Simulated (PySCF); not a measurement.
Spin-rotation constants: `CCc1c(C)nnn1C`, C$_{6}$H$_{11}$N$_{3}$

Geometry (Å), atoms numbered from 1 in this order:
```xyz
20

C    -1.634   -1.392    0.221
C    -0.831   -0.607   -0.819
C     0.219    0.222   -0.174
C     0.201    1.522    0.306
C    -0.897    2.522    0.287
N     1.414    1.782    0.834
N     2.163    0.751    0.716
N     1.474   -0.214    0.113
C     2.074   -1.483   -0.169
H    -2.104   -0.711    0.926
H    -0.991   -2.068    0.780
H    -2.410   -1.978   -0.266
H    -1.505    0.051   -1.371
H    -0.373   -1.301   -1.529
H    -1.678    2.247    0.996
H    -0.498    3.492    0.566
H    -1.342    2.584   -0.705
H     2.107   -1.662   -1.246
H     1.519   -2.291    0.310
H     3.088   -1.456    0.223
```

Method: GIAO HSE06/pcseg-1 magnetisability, rotational g tensor and spin-rotation constants, non-relativistic, gas phase (PySCF 2.14.0). Geometry: GFN2-xTB.

(1) Give the nuclear spin-rotation constants along the inertial axes (H = +C I·J) beside the isotropic shieldings.

Answers

(1) Rotational constants 1.9318, 1.8227, 1.0234 GHz. A star marks the isotopologue with that one atom substituted, in its own axes.
```tsv
atom	isotope	Caa (kHz)	Cbb (kHz)	Ccc (kHz)	mean (kHz)	σ (ppm)
N6	14N	0.420	0.500	0.072	0.330	-99.2
N7	14N	0.550	0.355	0.102	0.336	-112.9
N8	14N	0.308	0.287	0.082	0.226	24.2
H10	1H	-0.117	-0.135	-0.072	-0.108	30.7
H11	1H	-0.188	-0.065	-0.076	-0.110	30.8
H12	1H	-0.062	-0.121	-0.107	-0.097	30.6
H13	1H	-0.185	-0.021	-0.072	-0.093	29.0
H14	1H	-0.076	-0.136	-0.069	-0.094	29.2
H15	1H	-0.192	-0.099	-0.029	-0.106	29.5
H16	1H	0.075	-0.186	-0.111	-0.074	28.9
H17	1H	-0.196	-0.125	-0.014	-0.112	29.6
H18	1H	-0.158	-0.191	0.021	-0.109	28.1
H19	1H	-0.049	-0.174	-0.047	-0.090	28.1
H20	1H	-0.178	0.075	-0.099	-0.068	27.1
C1	13C*	0.232	0.246	0.122	0.200	179.0
C2	13C*	0.265	0.260	0.120	0.215	174.4
C3	13C*	0.712	0.744	0.175	0.543	55.0
C4	13C*	0.679	0.766	0.200	0.549	50.5
C5	13C*	0.231	0.217	0.123	0.191	182.8
C9	13C*	0.249	0.294	0.170	0.238	160.4
```
For the geometry as given, no vibrational averaging.
